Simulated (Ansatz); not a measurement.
Total energies of 1-ethyl-3-methylimidazolium mesylate (C7H14N2O3S) from Ansatz at PBE0-D4/def2-SVP, gas phase (1 Eh = 27.2114 eV = 2625.5 kJ/mol). The reference geometry is relaxed at PBE-D4/def2-SVP.

```json
{"state": "charge 0 singlet", "geometry": "reference", "energy (Eh)": "-1007.10626"}
{"state": "charge 1 doublet", "geometry": "reference", "energy (Eh)": "-1006.80693"}
{"state": "charge -1 doublet", "geometry": "reference", "energy (Eh)": "-1007.06708"}
{"state": "charge -1 doublet", "geometry": "relaxed at PBE-D4/def2-SVP", "energy (Eh)": "-1007.09646"}
{"state": "free C atom (triplet)", "geometry": "–", "energy (Eh)": "-37.76066"}
{"state": "free N atom (quartet)", "geometry": "–", "energy (Eh)": "-54.47898"}
{"state": "free H atom (doublet)", "geometry": "–", "energy (Eh)": "-0.50029"}
{"state": "free S atom (triplet)", "geometry": "–", "energy (Eh)": "-397.83788"}
{"state": "free O atom (triplet)", "geometry": "–", "energy (Eh)": "-74.92490"}
```

Problem. Work out the vertical ionisation energy to the doublet.

Solution. E(charge 1 doublet) − E(charge 0 singlet) = -1006.80693 − (-1007.10626) = 0.29933 Eh = 8.15 eV. For comparison, −ε of the highest occupied level is 6.03 eV at this level, 2.12 eV less.

Problem. Work out the vertical electron affinity, to the doublet.

Solution. E(charge 0 singlet) − E(charge -1 doublet) = -1007.10626 − (-1007.06708) = -0.03918 Eh = -1.07 eV; negative, so the extra electron isn't bound. The basis lacks diffuse functions, which makes affinities too small.

Problem. Give the fundamental gap IE − EA, the Mulliken electronegativity (IE + EA)/2 and the hardness (IE − EA)/2.

Solution. From the values in Eh: IE − EA = 0.29933 − (-0.03918) = 0.33851 Eh = 9.21 eV; (IE + EA)/2 = 3.54 eV; (IE − EA)/2 = 4.61 eV. The HOMO–LUMO gap of the same run is 5.39 eV, 3.82 eV smaller than the fundamental gap.

Problem. How much does the charge -1 doublet relax, and what is the adiabatic electron affinity?

Solution. Relaxation: -1007.06708 − (-1007.09646) = 0.02938 Eh = 0.80 eV. Adiabatic electron affinity: -0.00980 Eh = -0.27 eV, without zero-point energy. 

Problem. What is the binding energy per atom against free atoms?

Solution. Atoms: 7 × (-37.76066) + 2 × (-54.47898) + 14 × (-0.50029) + 1 × (-397.83788) + 3 × (-74.92490) = -1002.89922 Eh. Binding: -1002.89922 − (-1007.10626) = 4.20704 Eh = 114.48 eV, or 4.24 eV for each of 27 atoms (no zero-point energy, no counterpoise term).

At PBE0-D4/def2-SVP the highest occupied level of the charge -1 doublet lies above zero (up to 2.88 eV). By energy differences it is unbound by 1.07 eV (vertical, against the charge 0 singlet, at PBE0-D4/def2-SVP) and held by the finite basis. At PBE0-D4/def2-SVP the highest occupied level of the relaxed charge -1 doublet lies above zero (up to 0.82 eV). By energy differences it is unbound by 0.27 eV (each at its own geometry, against the charge 0 singlet, at PBE0-D4/def2-SVP) and held by the finite basis.
